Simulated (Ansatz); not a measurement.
**Energy profile**

The step: GeClF₃ ([F][Ge]([F])([F])[Cl]) + H₂ → GeHF₃ ([F][GeH]([F])[F]) + HCl; bonds formed: Ge1–H7, Cl2–H6; bonds broken: Ge1–Cl2, H6–H7 (atoms numbered as in the saddle structure below).

Ge1  (-0.326, 0.339, 0.030)
Cl2  (0.907, -1.278, -1.308)
F3  (-1.153, 0.802, -1.395)
F4  (-1.642, -0.203, 0.980)
F5  (0.393, 1.833, 0.452)
H6  (1.062, -1.020, 0.187)
H7  (0.759, -0.473, 1.055)
(Å)

Electronic energies by CCSD(T) at an estimated basis limit (MP2 extrapolated from triple and quadruple zeta, plus CCSD(T) − MP2 in triple zeta), on PBE0-D4/def2-TZVP structures; GeH2ClF3, closed shell; no counterpoise correction. Ansatz 0.2.0; basis: def2-TZVPP and def2-QZVPP; cores frozen in the correlated methods. Filled d shells of the heavier atoms are correlated. The def2 sets are not built for correlating such inner shells, so the correlated values are less sure here. Extrapolation: Hartree–Fock as exp(−7.88 √X), correlation as X^−2.97.

(1) Give the profile in kJ/mol, counted from the separated reactants. (An estimate is asked for; the value comes from the calculation.)

T1 diagnostic: at most 0.013. The start structure is not quite a true minimum (one mode of 83i cm⁻¹).

## Answers

(1) The calculation gives:
```json
{"point": "separated: GeClF3 (linked as [F][Ge]([F])([F])[Cl]; Ge1, Cl2, F3, F4, F5; singlet) + H2 (H6, H7; singlet)", "kJ/mol": "0.0"}
{"point": "start structure", "kJ/mol": "-2.7"}
{"point": "saddle", "kJ/mol": "233.0"}
{"point": "end structure", "kJ/mol": "22.3"}
{"point": "separated: GeHF3 (linked as [F][GeH]([F])[F]; Ge1, F3, F4, F5, H7; singlet) + HCl (Cl2, H6; singlet)", "kJ/mol": "35.1"}
```

For scale, one of the runs: CCSD(T)/def2-TZVPP, 211 basis functions, launched by `ansatz run in.yaml --threads 8 --pin off --events-out ev --progress --plain --max-ram 19148MiB`. Hardware: 8 CPU threads of an Intel Xeon Platinum 8488C, shared host. Wall time 41 s; peak host memory 3.3 GiB.
